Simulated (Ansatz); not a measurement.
The first iterations of a band of CH3NZn (6 atoms, charge 0, multiplicity 1).

All numbers below come from Ansatz 0.2.0, RKS revPBE-D4/def2-SVP.

```
movable images  : 7
climbing image  : yes
spring          : 5.0 eV/Å²
optimiser       : quadratic models (default)
start path      : through a guess of the saddle point
force threshold : 0.05 eV/Å
iteration limit : 60
end points      : relaxed
```

Image 0:

```xyz
6
Properties=species:S:1:pos:R:3
N -0.891 -0.973 -0.940
C -0.187 0.083 -0.697
Zn 0.713 0.645 0.988
H -0.957 -1.574 -0.094
H -0.085 0.766 -1.581
H 1.406 1.054 2.325
```

Image 8:

```xyz
6
Properties=species:S:1:pos:R:3
N -0.759 -1.124 -0.290
C -0.160 0.005 -0.481
Zn 0.804 0.748 1.076
H -1.240 -1.440 -1.160
H -0.192 0.525 -1.479
H 1.546 1.286 2.333
```

| iteration | highest image above the first end (eV) | largest band force component (eV/Å) |
| --- | --- | --- |
| 1 | 2.794 | 18.320 |
| 2 | 1.732 | 2.087 |
| 3 | 1.715 | 2.066 |
| 4 | 1.646 | 1.706 |

Q: Does the band converge within its limit, and where does its top end?

A: The run converged. It ended after 13 iterations with the highest image 1.224 eV above the first end. A vibrational analysis at the climbing image gives one clearly imaginary mode, 1170i cm⁻¹: a first-order saddle point.

Time of the run: 6.5 min on 1 thread of AMD EPYC (Zen 3) (shared host), peak memory 0.13 GiB.
